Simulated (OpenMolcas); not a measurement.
## Bi2+: CASPT2 settings compared

```json
{"Program": "OpenMolcas", "Basis": "ANO-RCC-VDZ [7s6p3d1f]", "Scalar Hamiltonian": "DKH2, point nucleus", "Active space": "3 electrons in 8 orbitals (6s 6p 7s 7p)", "State averaging": "2S+1 = 4 odd, 1 root (0 in the spin-orbit step); 2S+1 = 2 odd, 6 roots; 2S+1 = 4 even, 3 roots; 2S+1 = 2 even, 9 roots", "Spin-orbit coupling": "state interaction with AMFI integrals over the reference wave functions, term energies averaged over their components"}
```

Methods on the same reference wave functions:
A. CASSCF
B. SS-CASPT2, IPEA 0.4 Eh, imaginary shift 0.25 Eh (closed shells correlated: 4f 5s 5p 5d)
C. SS-CASPT2, IPEA 0.3 Eh, sigma1 regulariser 0.25 Eh (closed shells correlated: none)
D. XMS-CASPT2, IPEA 0.15 Eh, sigma1 regulariser 0.15 Eh (closed shells correlated: 5d)

Energies in cm⁻¹ above 6s² 6p ²P°_1/2, the measured ground level; measured values from Moore, Atomic Energy Levels, vol. III, NSRDS-NBS 35 (1971 reprint of NBS Circular 467, 1958).

```
         Level       A       B       C       D  Measured
6s² 6p ²P°_1/2     0.0     0.0     0.0     0.0       0.0
6s² 6p ²P°_3/2   20948   20950   20950   20830     20788
 6s 6p² ⁴P_1/2   67272   68200   67270   67940     70254
 6s 6p² ⁴P_3/2   78250   79210   78250   78940     83038
 6s 6p² ⁴P_5/2   87052   87910   87050   87650     89236
 6s 6p² ²D_3/2  106271  106450  106270  106210    108586
```

Deviations, from unrounded energies. A percentage is the sum of absolute deviations over the sum of measured energies, with the sign that they share, or ± where signs differ.

```tsv
Against measurement	Levels	A	B	C	D
mean absolute deviation (cm-1)	5	2500	1900	2500	2100
fine structure of the ground term (%)	1	+0.8	+0.8	+0.8	+0.2
other configurations (%)	4	-3.5	-2.7	-3.5	-3.0
```

B lies closest to measurement on these levels and A furthest from it. The largest miss of B in the table is 6s 6p² ⁴P_3/2, by -3800 cm-1. The ranking rests on the paired levels alone, and a cruder setting can come out closer through cancelling errors.

Among B to D the level of the table that moves most is 6s 6p² ⁴P_3/2, by 960 cm-1 (lowest in C, highest in B). Moves below CASPT2's spread within the term are not significant.

The lowest spin-free term lies below A's lowest term by 0.014 hartree in B, 0.000 hartree in C, 0.009 hartree in D.

CASPT2 breaks the degeneracy within a term, and the mean is taken; among the terms shown or strongly mixed into the levels shown the widest spread is 18 cm-1 (6s 6p² ²D, B). Some high roots are left out of the spin-orbit mixing, which shifts the levels that they would mix with. The run also gave levels led by 6s² 7p, which use shells meant for correlation; these and all levels above them are left out. Terms of s pⁿ other than that of highest spin mix with s² pⁿ⁻² d, which this space lacks; all of them can be thousands of cm-1 off, and some have no real level of that name. Spin-orbit splittings of 6p shells tend to come out small when the coupling is added on scalar orbitals. Measured partners are found by configuration, term and J. A level has none where our copy of the source lacks it or the pairing is in doubt (some pairs that miss far off the trend of their configuration count as doubtful), and it then counts in no deviation. Only configurations of the active space appear. Levels that lie high or do not pair safely by name in every column are left out.

° marks odd parity.
